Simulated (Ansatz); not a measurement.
`[SiH]Br` + `NC(F)(F)[SiH3]` → `N[Si]Br` + `FC(F)[SiH3]` at 700 K and 1 bar (redistribution).

Gas-phase electronic energies from Ansatz, PBE0-D4/def2-TZVP geometries. CBS: MP2 limit from def2 TZ/QZ plus the TZ coupled-cluster correction, frozen cores. For Br outer-core shells are correlated without core-valence functions, which leaves a few kJ/mol of doubt a bond. Scalar relativity is left out up to krypton. Each species was taken in one conformer, which may not be the lowest.

| species | CCSD(T)/CBS energy (Eh) | H − E (kJ/mol) | S (J/(mol·K)) |
| --- | --- | --- | --- |
| `[SiH]Br` | -2862.97869 | 49.0 | 302.5 |
| `NC(F)(F)[SiH3]` | -584.40769 | 243.0 | 450.3 |
| `N[Si]Br` | -2918.35423 | 115.9 | 356.2 |
| `FC(F)[SiH3]` | -529.09339 | 183.9 | 398.7 |

H − E and S are ideal-gas, rigid-rotor, harmonic terms from PBE0-D4/def2-TZVP, for one conformer and one mirror image of each species. 1 Eh = 2625.50 kJ/mol, R = 8.31446 J/(mol·K).

Q: By hand: ΔE, ΔH, ΔS and ΔG.

A: ΔE = (-2918.35423) + (-529.09339) − (-2862.97869) − (-584.40769) = -0.06124 Eh = -160.8 kJ/mol. Δ(H − E) = 115.9 + 183.9 − 49.0 − 243.0 = 7.8, so ΔH = -153.0 kJ/mol. ΔS = 356.2 + 398.7 − 302.5 − 450.3 = 2.1 J/(mol·K). ΔG = -153.0 − 700 × (2.1)/1000 = -154.5 kJ/mol.

Q: By hand: the equilibrium constant, and the temperature at which ΔG would vanish if ΔH and ΔS stayed fixed.

A: log₁₀ K = −ΔG/(RT ln 10) = 11.5. ΔH and −TΔS have one sign here, so there is no such temperature. One of them is within its doubt of zero, so this could turn.

The number of gas molecules stays the same, so ΔS is small and ΔH decides. A doubt of 5 kJ/mol in ΔE shifts log₁₀ K by 0.4 here. Other conformers and mirror images would add mixing entropy, several J/(mol·K) or more a flexible species. These are equilibria of isolated gas molecules and say nothing of rates. Largest T1 diagnostic: 0.012 (customary marks: 0.02 for closed shells, 0.045 for open ones).
